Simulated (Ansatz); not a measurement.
SnH4S, singlet: at the start structure of a reaction step.

in.yaml

```yaml
crystal:
  periodic: [false, false, false]
  atoms:
    - {symbol: Sn, position_ang: [0.253145, 0.908831, 0.794282]}
    - {symbol: S, position_ang: [1.565646, -1.056610, 0.276556]}
    - {symbol: H, position_ang: [-1.681047, 0.210988, -1.152391]}
    - {symbol: H, position_ang: [0.587501, 1.534210, -0.830155]}
    - {symbol: H, position_ang: [-2.113847, 0.041675, -0.562212]}
    - {symbol: H, position_ang: [1.388602, -1.639093, 1.474019]}
basis:
  gaussian: {orbitals: def2-TZVPP}
hamiltonian: {xc: pbe}
correlation: {method: rpa}
```

Run by:

```bash
ansatz run in.yaml --threads 2 --pin off --events-out ev --progress --plain --max-ram 4352MiB
```

Output of Ansatz 0.2.0:

```
Functional definition: PBE
  name "PBE"
  cite "Perdew, Burke & Ernzerhof, Phys. Rev. Lett. 77, 3865 (1996) doi:10.1103/PhysRevLett.77.3865"
  parent pbe
  parameter kappa = 0.804
  parameter beta = 0.06672455060314922
  exchange = pbe_x(kappa = kappa, mu = beta*pi^2/3)
  correlation = pbe_c(beta = beta)
1009 factors; integrals over basis functions are off by at most 9.1e-4 eV
mean field evaluation 1: about -16725.3200 eV, gradient 2.5e1 eV
mean field evaluation 2: about -16725.3093 eV, gradient 2.5e1 eV
mean field evaluation 4: about -16726.8317 eV, gradient 1.2e1 eV
mean field evaluation 8: about -16727.4050 eV, gradient 4.8e-1 eV
mean field evaluation 16: about -16727.4058 eV, gradient 1.8e-4 eV
mean field -16727.40583315 eV, -614.7208261254 hartree, gradient 5.3e-6 eV, S^2 0.000000; 0 other end points of the search recorded, 0 dependent functions left out
9 core orbitals not correlated: weight in the atoms' cores, before any rotation towards them, 1.000 or more for the frozen orbitals, at most 0.000 for the correlated occupied ones
reference -16685.37826293 eV, -613.1763414070 hartree; 12, 12 occupied and 127, 127 virtual orbitals, 1009 factors
Total energy: -16708.09819918 eV, -614.0112836640 hartree
```

The lines “mean field evaluation” count trial sets of orbitals through the whole run, from several starts and some on an approximate energy, so they need not fall steadily or lie above the final value.

The run took about 2.5 s on 2 CPU threads of an Arm Neoverse V2 (shared host).
